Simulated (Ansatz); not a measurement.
Isomers of C3H10Si, B3LYP-D3(BJ)/def2-TZVP minima from an xTB search, which can miss the lowest.
Isomer 1, SMILES C[SiH](C)C (charge 0, multiplicity 1, Z-matrix in Å and degrees):
```
Si
H 1 1.4889
C 1 1.8781 2 108.69
H 3 1.0921 1 111.24 2 59.98
H 3 1.0921 4 107.79 1 122.21
H 3 1.0929 4 107.78 5 116.09
C 1 1.8781 2 108.70 3 -120.00
H 7 1.0921 1 111.24 2 59.95
H 7 1.0921 8 107.79 1 122.21
H 7 1.0929 8 107.78 9 116.09
C 1 1.8781 2 108.69 3 120.00
H 11 1.0921 1 111.24 2 59.87
H 11 1.0921 12 107.79 1 122.21
H 11 1.0929 12 107.78 13 116.09
```
Isomer 2, SMILES CC[SiH2]C (charge 0, multiplicity 1):
```xyz
14

C     -2.1750     0.0255     0.0843
C     -0.7563    -0.4122     0.4678
Si     0.6012     0.4568    -0.5031
C      2.3065    -0.1314     0.0163
H     -2.9315    -0.5009     0.6703
H     -2.3795    -0.1720    -0.9702
H     -2.3179     1.0958     0.2484
H     -0.5826    -0.2333     1.5340
H     -0.6435    -1.4917     0.3228
H      0.4032     0.2028    -1.9551
H      0.4904     1.9248    -0.2915
H      2.4163    -1.2051    -0.1506
H      3.0884     0.3776    -0.5503
H      2.4801     0.0633     1.0768
```

Frozen-core correlation. MP2 and its Hartree–Fock in cc-pV(Q+d)Z, cc-pV(T+d)Z are density fitted.

Programs: Ansatz (an electronic-structure program). Values without a source in brackets are computed.

The energy of isomer 2 above isomer 1 is E(isomer 2) − E(isomer 1). Total energies (hartree):

```tsv
level	isomer 2	isomer 1
HF/cc-pV(T+d)Z	-408.4308178	-408.4495380
MP2/cc-pV(T+d)Z	-409.0990244	-409.1201768
HF/cc-pV(Q+d)Z	-408.4419407	-408.4605971
MP2/cc-pV(Q+d)Z	-409.1523877	-409.1738966
MP2/cc-pV(D+d)Z	-408.9263732	-408.9432975
CCSD(T)/cc-pV(D+d)Z	-409.0109104	-409.0264997
```

**Question.** Work out the energy of isomer 2 above isomer 1 at the basis-set limit: extrapolate the MP2 correlation part as X⁻³, take Hartree–Fock from the larger set, and add the CCSD(T) − MP2 difference of cc-pV(D+d)Z.

**Answer.** 
1. Differences (1 hartree = 627.509 kcal/mol): HF/cc-pV(T+d)Z 11.747; MP2/cc-pV(T+d)Z 13.273; HF/cc-pV(Q+d)Z 11.707; MP2/cc-pV(Q+d)Z 13.497; MP2/cc-pV(D+d)Z 10.620; CCSD(T)/cc-pV(D+d)Z 9.782.
2. Correlation parts, MP2 less HF: 1.526 in cc-pV(T+d)Z (X = 3), 1.790 in cc-pV(Q+d)Z (X = 4).
3. Limit (4³·(1.790) − 3³·(1.526))/(4³ − 3³) = 1.982; with HF/cc-pV(Q+d)Z it gives 13.689.
4. CCSD(T) less MP2 in cc-pV(D+d)Z: -0.838.
Result: 12.85 kcal/mol, against 13.27 at MP2/cc-pV(T+d)Z. It is an estimate of this method's limit, not of the exact value.
